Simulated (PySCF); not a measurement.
SMILES OB(O)[SiH2][SiH2]c1ccccc1 (C6H11BO2Si2) at its GFN2-xTB optimised geometry (Å):

```
22

O     -3.7051    -4.3808    -3.5218
B     -2.7615    -4.3114    -2.5400
O     -2.7191    -5.3479    -1.6750
Si    -1.4771    -2.8485    -2.2331
Si    -1.4114    -2.0392    -0.0584
C     -0.4515    -0.4136     0.0000
C     -1.1005     0.8165    -0.0074
C     -0.3909     2.0037    -0.0083
C      0.9935     1.9822    -0.0042
C      1.6588     0.7675     0.0000
C      0.9400    -0.4136     0.0000
H     -3.7500    -3.6624    -4.1494
H     -3.3550    -6.0472    -1.8443
H     -1.7399    -1.7161    -3.1584
H     -0.1049    -3.2295    -2.6229
H     -2.7396    -1.7544     0.5152
H     -0.7552    -2.9485     0.8939
H     -2.1814     0.8422    -0.0076
H     -0.9163     2.9485    -0.0108
H      1.5515     2.9075    -0.0033
H      2.7396     0.7438     0.0037
H      1.4666    -1.3580     0.0037
```

Level of theory: PBE/def2-SVP (PySCF).

Map of the HOMO−1 amplitude (bohr^(-3/2)) on the plane z = 0.8 Å; orbital energy -6.24 eV, overall sign arbitrary:

```
|===============================|
|===============================|
|===============================|
|===============================|
|===============================|
|===============================|
|============----====++++=======|
|===========--::--==+++++++=====|
|===========-:..:-==+++++++=====|
|==========-:.  .-=+++++++++====|
|=========--:.  .-=+***++++++===|
|=========-:.  .:=+*###*+++++===|
|=========-:   :-=+#%@%#*++++===|
|=========-:  .:=+*%@@%#*++++===|
|=========-::.:-=*#%@@%#*++++===|
|==========----=+*%@@%#*+++++===|
|============-==+#%@@#**+++++===|
|==============+*#%@%#*+++++====|
|==============++*###*++++++====|
|=====++++=====+++***++++++=====|
|=====+++++====+++++++++++======|
|=====+++++====++++++++++=======|
|=====+++++=====++++++++========|
|=======+========++++++=========|
|===============================|
|===============================|
|===============================|
|===============================|
|===============================|
|===============================|
|===============================|
```
Scale: ten equal steps from -0.114 (start of ' ') to 0.116 (end of '@'), in the order ' .:-=+*#%@'; x runs from -5.00 to 5.00, y from -5.00 (bottom) to 5.00 (top).
